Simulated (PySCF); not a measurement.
# Telling isomers of C4H4N4Si apart by NMR

PySCF 2.14 calculation with σ from GIAO-PBE0/pcSseg-1 and geometry from GFN2-xTB; single conformer, relativity neglected, fast rotation and ring inversion assumed for equivalent nuclei, no solvent model.

References, each an isolated molecule treated in the same way: ¹H (31.72 ppm) and ¹³C (186.93 ppm) against TMS. Where no couplings were computed, multiplicities follow the n + 1 count of equivalent neighbours, and m marks all less simple cases (inequivalent or close neighbours, rings, F or P nearby). Shifts are as computed. Against solution values, carbons near 30 ppm lie about +3 ppm off and those near 130 ppm about +5 ppm. Of 1309 compounds with measured shifts, 239 miss one by over three times the rms of a fit or turn the order of signals round; such compounds aren't used in these exercises. OH and NH positions are gas-phase values without hydrogen bonding to other molecules.

(1) Tabulate the signals of `N#Cc1nncnc1[SiH3]`, `N#CC[Si](N)(C#N)C#N` and their relative energies.

(2) What is the quickest way to tell N#Cc1nncnc1[SiH3] from N#CC[Si](N)(C#N)C#N?

## Answers

(1) 
```tsv
SMILES	carbon types	δC	δH	E rel. (kcal/mol)
N#Cc1nncnc1[SiH3]	3×C 1×CH	173.6, 155.3, 150.9, 121.4	9.87 (s, 1H), 4.71 (s, 3H)	61.1
N#CC[Si](N)(C#N)C#N	3×C 1×CH2	122.1, 118.5, 4.1	2.05 (s, 2H), 1.83 (br s, 2H)	0.0
```

Energies are electronic energies at PBE0/pcSseg-1 on these geometries, without zero-point or thermal terms, each for the one conformer computed, which needn't be the lowest.

(2) Count the carbon signals: 4 against 3. The first has an aromatic CH between two ring heteroatoms at 155.3 ppm, the second an sp3 CH2 bonded to Si, α to a nitrile at 4.1 ppm. Their most deshielded carbons lie at 173.6 and 122.1 ppm. In the proton spectra the most deshielded non-exchanging signals are 9.87 (s, 1H) and 2.05 (s, 2H).
